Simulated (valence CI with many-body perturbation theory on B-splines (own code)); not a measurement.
# Mn XXI: electric-dipole lines

Calculated by configuration interaction combined with many-body perturbation theory (CI+MBPT): three valence electrons over a frozen Dirac-Fock core [He], radial functions for each j: 11 s, 11 p, 9 d, 7 f, 5 g, 2 h, 1 i, with the one-electron correlation potential Σ1 (screened to all orders), the two-electron term Σ2, the three-electron term Σ3, Breit, model QED; selected single and double excitations, second order for the rest (own B-spline code, finite nucleus).

No measured spectrum was set against this ion. As an estimate, levels of excited configurations hold to 0.05 to 0.15 % of their energy, terms of the ground configuration to about 0.5 %.

Lines 151 to 200 of 241 in falling wavelength, among levels below 1075.6 eV, chosen from the strongest by gf and those to the six lowest levels. Wavelengths and rates use the calculated energies, so an error of 700 cm⁻¹ moves a line at 12.91 Å by 0.009 % and its rate by three times that or more. Electric multipoles are in the length gauge, E1 and E2 with the static RPA response of the core. Weak lines are less certain than strong ones. Lines between different terms over intervals too small for the method are left out, as are lines whose strength nearly cancels. Where a level lies close to another of its J and parity, the split of strength between their lines is uncertain. The highest levels of a list are the least certain.

Names give the largest LS component (configuration and term), which can be under half, so a name can repeat, a term be missing and a line seem to break the LS rules; names also repeat where a configuration has a term twice. Letters in brackets count levels of one name in rising energy.

| λ vac (Å) | Upper | Lower | A (s⁻¹) | S (a.u.) |
| --- | --- | --- | --- | --- |
| 12.91 | 2s.2p.3d 4D°_5/2 | 2s.2p2 4P_5/2 | 1.42e+13 | 9.05e-02 |
| 12.91 | 2s.2p.3d 2D°_3/2 [a] | 2s.2p2 4P_3/2 | 5.71e+11 | 2.43e-03 |
| 12.90 | 2s.2p.3d 4P°_3/2 | 2s.2p2 4P_5/2 | 6.76e+12 | 2.87e-02 |
| 12.89 | 2s.2p.3d 2D°_5/2 [a] | 2s.2p2 4P_3/2 | 4.44e+12 | 2.81e-02 |
| 12.88 | 2s.2p.3d 4D°_3/2 | 2s.2p2 4P_1/2 | 1.26e+13 | 5.33e-02 |
| 12.88 | 2s.2p.3s 2P°_1/2 [b] | 2s.2p2 4P_1/2 | 1.01e+13 | 2.14e-02 |
| 12.88 | 2s.2p.3d 4D°_1/2 | 2s.2p2 4P_1/2 | 1.26e+13 | 2.65e-02 |
| 12.87 | 2s.2p.3s 2P°_3/2 [b] | 2s.2p2 4P_1/2 | 1.37e+12 | 5.77e-03 |
| 12.86 | 2s2.3d 2D_3/2 | 2s2.2p 2P°_1/2 | 1.35e+13 | 5.67e-02 |
| 12.86 | 2s.2p.3d 2F°_7/2 [b] | 2s.2p2 2D_5/2 | 1.15e+13 | 9.65e-02 |
| 12.86 | 2s.2p.3d 2F°_5/2 [b] | 2s.2p2 2D_5/2 | 1.17e+12 | 7.39e-03 |
| 12.85 | 2s.2p.3d 2F°_5/2 [a] | 2s.2p2 4P_5/2 | 3.08e+11 | 1.93e-03 |
| 12.83 | 2s.2p.3d 4D°_5/2 | 2s.2p2 4P_3/2 | 2.79e+12 | 1.75e-02 |
| 12.83 | 2s.2p.3d 2D°_3/2 [a] | 2s.2p2 4P_1/2 | 1.20e+12 | 5.02e-03 |
| 12.83 | 2s.2p.3d 2F°_5/2 [b] | 2s.2p2 2D_3/2 | 1.53e+13 | 9.58e-02 |
| 12.83 | 2s.2p.3d 4P°_3/2 | 2s.2p2 4P_3/2 | 9.24e+12 | 3.85e-02 |
| 12.82 | 2s.2p.3d 2D°_5/2 [b] | 2s.2p2 2D_5/2 | 7.69e+11 | 4.80e-03 |
| 12.82 | 2s.2p.3d 4P°_1/2 | 2s.2p2 4P_3/2 | 1.43e+13 | 2.97e-02 |
| 12.81 | 2s.2p.3d 2D°_3/2 [b] | 2s.2p2 2D_3/2 | 2.57e+12 | 1.07e-02 |
| 12.80 | 2s.2p.3p 4D_1/2 | 2s2.2p 2P°_3/2 | 1.96e+11 | 4.05e-04 |
| 12.79 | 2s.2p.3d 2D°_5/2 [b] | 2s.2p2 2D_3/2 | 2.59e+11 | 1.61e-03 |
| 12.78 | 2p2.3p 2D°_3/2 [b] | 2s.2p2 2P_1/2 | 1.04e+12 | 4.28e-03 |
| 12.78 | 2s.2p.3d 2F°_5/2 [a] | 2s.2p2 4P_3/2 | 9.55e+10 | 5.90e-04 |
| 12.77 | 2s.2p.3d 2F°_7/2 [a] | 2s.2p2 4P_5/2 | 6.48e+10 | 5.33e-04 |
| 12.76 | 2s.2p.3p 4D_3/2 | 2s2.2p 2P°_3/2 | 6.36e+11 | 2.61e-03 |
| 12.76 | 2s.2p.3d 2P°_1/2 [b] | 2s.2p2 2D_3/2 | 7.86e+11 | 1.61e-03 |
| 12.75 | 2s.2p.3d 2P°_3/2 [b] | 2s.2p2 2D_3/2 | 5.65e+10 | 2.32e-04 |
| 12.75 | 2s.2p.3d 4P°_3/2 | 2s.2p2 4P_1/2 | 1.30e+11 | 5.32e-04 |
| 12.72 | 2s.2p.3d 2P°_3/2 [a] | 2s.2p2 4P_3/2 | 8.34e+10 | 3.39e-04 |
| 12.71 | 2s.2p.3p 2P_3/2 [a] | 2s2.2p 2P°_3/2 | 9.40e+11 | 3.81e-03 |
| 12.70 | 2p2.3p 2S°_1/2 | 2s.2p2 2D_3/2 | 1.79e+11 | 3.61e-04 |
| 12.70 | 2s.2p.3p 2P_1/2 [a] | 2s2.2p 2P°_3/2 | 5.57e+11 | 1.13e-03 |
| 12.65 | 2p2.3p 2D°_3/2 [a] | 2s.2p2 2D_3/2 | 1.32e+11 | 5.26e-04 |
| 12.65 | 2s.2p.3p 4P_1/2 | 2s2.2p 2P°_3/2 | 1.16e+11 | 2.32e-04 |
| 12.65 | 2s.2p.3d 2P°_3/2 [a] | 2s.2p2 4P_1/2 | 8.06e+10 | 3.22e-04 |
| 12.64 | 2s.2p.3p 4D_1/2 | 2s2.2p 2P°_1/2 | 1.27e+12 | 2.52e-03 |
| 12.63 | 2s.2p.3p 4S_3/2 [a] | 2s2.2p 2P°_3/2 | 7.84e+10 | 3.12e-04 |
| 12.62 | 2p2.3p 4P°_1/2 | 2s.2p2 2D_3/2 | 2.13e+11 | 4.22e-04 |
| 12.61 | 2p2.3p 4P°_5/2 | 2s.2p2 2D_3/2 | 6.81e+10 | 4.04e-04 |
| 12.60 | 2s.2p.3p 4D_3/2 | 2s2.2p 2P°_1/2 | 5.58e+11 | 2.20e-03 |
| 12.60 | 2s.2p.3d 2P°_1/2 [a] | 2s.2p2 4P_1/2 | 1.34e+11 | 2.65e-04 |
| 12.59 | 2p2.3p 2D°_3/2 [b] | 2s.2p2 2D_3/2 | 7.59e+11 | 2.99e-03 |
| 12.57 | 2s.2p.3p 4P_3/2 | 2s2.2p 2P°_3/2 | 2.68e+12 | 1.05e-02 |
| 12.55 | 2s.2p.3p 4S_3/2 [b] | 2s2.2p 2P°_3/2 | 1.90e+12 | 7.43e-03 |
| 12.55 | 2s.2p.3p 4P_5/2 | 2s2.2p 2P°_3/2 | 1.66e+12 | 9.72e-03 |
| 12.55 | 2s.2p.3p 2P_3/2 [a] | 2s2.2p 2P°_1/2 | 1.95e+12 | 7.59e-03 |
| 12.54 | 2s.2p.3p 2P_1/2 [a] | 2s2.2p 2P°_1/2 | 5.12e+12 | 9.97e-03 |
| 12.49 | 2s.2p.3p 4P_1/2 | 2s2.2p 2P°_1/2 | 2.02e+11 | 3.88e-04 |
| 12.49 | 2s.2p.3d 2F°_7/2 [b] | 2s.2p2 4P_5/2 | 1.01e+11 | 7.74e-04 |
| 12.48 | 2s.2p.3p 2D_5/2 [a] | 2s2.2p 2P°_3/2 | 6.08e+12 | 3.50e-02 |
